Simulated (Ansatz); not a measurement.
The cluster Cs2I2. Charge 0, multiplicity 5. Geometry B3LYP-D4/def2-SVP.

```csv
atom,x (Å),y (Å),z (Å)
Cs1,-0.0086,1.2350,2.9093
Cs2,0.0083,-1.2349,-2.9093
I3,0.6657,3.7113,-1.5735
I4,-0.6653,-3.7114,1.5734
```

In the def2 sets Cs, I take a core potential; there is no spin–orbit coupling. At PBE0-D4/def2-TZVP a singlet of charge 0 lies 8.26 eV below the quintet, each at its own geometry. The structure comes from a short search, and lower isomers may exist.

Q: Estimate the α-spin orbital energies around the gap (eV) in Ansatz with PBE-D4/def2-TZVP, revPBE-D4/def2-TZVP, r2SCAN-D4/def2-TZVP, BHLYP-D4/def2-TZVP, CAM-B3LYP-D4/def2-TZVP.

A: 
```tsv
orbital	PBE-D4/def2-TZVP	revPBE-D4/def2-TZVP	r2SCAN-D4/def2-TZVP	BHLYP-D4/def2-TZVP	CAM-B3LYP-D4/def2-TZVP
HOMO−5	-7.25	-7.24	-7.59	-9.49	-9.75
HOMO−4	-7.25	-7.23	-7.58	-9.48	-9.74
HOMO−3	-7.24	-7.23	-7.57	-9.47	-9.72
HOMO−2	-7.24	-7.22	-7.57	-9.46	-9.72
HOMO−1	-2.45	-2.40	-2.52	-3.14	-3.50
HOMO	-2.02	-1.97	-2.04	-2.60	-2.92
LUMO	-1.11	-1.09	-1.08	-0.31	-0.19
LUMO+1	-1.03	-1.01	-1.01	-0.21	-0.08
LUMO+2	-1.03	-0.96	-0.82	-0.17	-0.05
LUMO+3	-0.72	-0.73	-0.67	0.03	0.17
LUMO+4	-0.69	-0.66	-0.56	0.16	0.29
LUMO+5	-0.64	-0.62	-0.52	0.34	0.48
β HOMO	-6.91	-6.90	-7.23	-9.11	-9.40
β LUMO	-6.76	-6.65	-6.47	-4.73	-4.63
```
